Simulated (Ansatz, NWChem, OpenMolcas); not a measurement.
InSiH4F (SMILES [F][InH][SiH3]): methods side by side

The species is InSiH4F (7 atoms), meant as a singlet with charge 0. SMILES: `[F][InH][SiH3]`. The shape is that of a PBE0-D4/def2-TZVP optimisation.

Quantity: the vertical energy of the triplet above the singlet, in eV. The values are calculated.

```csv
level,kind,program,value (eV),less CCSD(T)/def2-SVP,CPU time (all runs)
HF/def2-SVP (core potential),Hartree–Fock,NWChem,4.24,-0.11,70 s
revPBE/def2-SVP (core potential),GGA,Ansatz,3.86,-0.49,17 s
TPSS/def2-SVP (core potential),meta-GGA,OpenMolcas,3.95,-0.40,2.1 min
r2SCAN/def2-SVP (core potential),meta-GGA,Ansatz,3.91,-0.44,36 s
HSE06/def2-SVP (core potential),range-separated hybrid,Ansatz,4.12,-0.23,25 s
PBE-QIDH/def2-SVP (core potential),double hybrid,Ansatz,4.40,+0.05,28 s
MP2/def2-SVP (core potential),perturbation theory,NWChem,4.48,+0.13,82 s
"CCSD(T)/def2-SVP (core potential), open shells restricted",coupled cluster or CI,OpenMolcas,4.35,0.00,2.1 min
```

CCSD(T)/def2-SVP (core potential), open shells restricted is the highest level here, not the true value. Spin-orbit coupling is left out. The values span 3.86 to 4.48 eV. In the correlated wave-function rows the outer d shell of In is correlated, in sets not made for it. The second state's dipole differs much between rows, so they may not all be the same state. CPU times are rough (shared hosts, several kinds of processor and program).
